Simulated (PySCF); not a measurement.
## Nuclear repulsion and electron count by hand

System: H2O2Zn, charge +1, doublet, at a GFN2-xTB geometry (such geometries of metal compounds can be far from the true shape) (a state made from the parent by changing its charge; the spin is typed, not shown lowest). Level: PySCF with WB97M-V/6-31G*. Sums are taken with unrounded values, so a last digit can differ.

Coordinates (Å):

```
atom         x         y         z
----  --------  --------  --------
Zn1   -0.00003   0.18410   0.03417
O2     1.25357  -0.16407  -1.10030
H3     1.91681   0.38181  -1.56512
O4    -1.25346  -0.54832   0.96809
H5    -1.91684  -0.20578   1.59779
```

Q: Work out the nuclear repulsion energy and the numbers of alpha and beta electrons.

A: In atomic units each pair adds Z_i Z_j / r_ij, with r in bohr (1 bohr = 0.529177 Å).
| pair | r (Å) | r (bohr) | Z_i Z_j | term (Eh) |
|---|---|---|---|---|
| Zn1-O2 | 1.7262 | 3.2620 | 240 | 73.5738 |
| Zn1-H3 | 2.5042 | 4.7323 | 30 | 6.3394 |
| Zn1-O4 | 1.7262 | 3.2620 | 240 | 73.5738 |
| Zn1-H5 | 2.5042 | 4.7323 | 30 | 6.3394 |
| O2-H3 | 0.9767 | 1.8457 | 8 | 4.3344 |
| O2-O4 | 3.2728 | 6.1846 | 64 | 10.3482 |
| O2-H5 | 4.1633 | 7.8675 | 8 | 1.0168 |
| H3-O4 | 4.1633 | 7.8675 | 8 | 1.0168 |
| H3-H5 | 5.0046 | 9.4573 | 1 | 0.1057 |
| O4-H5 | 0.9767 | 1.8457 | 8 | 4.3344 |
The sum is 180.9831 Eh; PySCF gives 180.9831 Eh. The atomic numbers add up to 48, so at charge +1 there are 47 electrons; multiplicity 2 means 1 unpaired, so 24 alpha and 23 beta.
